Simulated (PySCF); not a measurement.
Correlation energy of Te³⁴⁺ (tellurium, charge +34)

[Ar], closed-shell 1S. Computed with PySCF 2.14 in an uncontracted even-tempered set (18 s from 5.6 bohr⁻², ratio 2.5; 12 p from 7.3 bohr⁻², ratio 2.5; 5 d from 33 bohr⁻², ratio 2.7; 4 f from 50 bohr⁻², ratio 2.7), with the spin-free X2C one-electron Hamiltonian (Gaussian nucleus). Frozen: 1s2; 16 electrons correlated; the 21 highest virtual orbitals of each spin left out.

| level | correlation energy (mhartree) |
| --- | --- |
| CCSD | -654.68 |
| (T) | -1.33 |
| CCSD(T) | -656.01 |

Diagnostics: T1 = 0.00036, D1 = 0.0008, largest double amplitude 0.017.

Cost of the coupled-cluster step: of the order of 9 core-seconds, for 16 correlated electrons.

At this charge the one-electron X2C treatment keeps the bare 1/r₁₂, with no two-electron picture change or Breit term. The effect here is smaller than on the frozen 1s shell; and a scalar Hamiltonian misses the large spin-orbit splitting of the p shells, which matters for ns² → np² pairs.
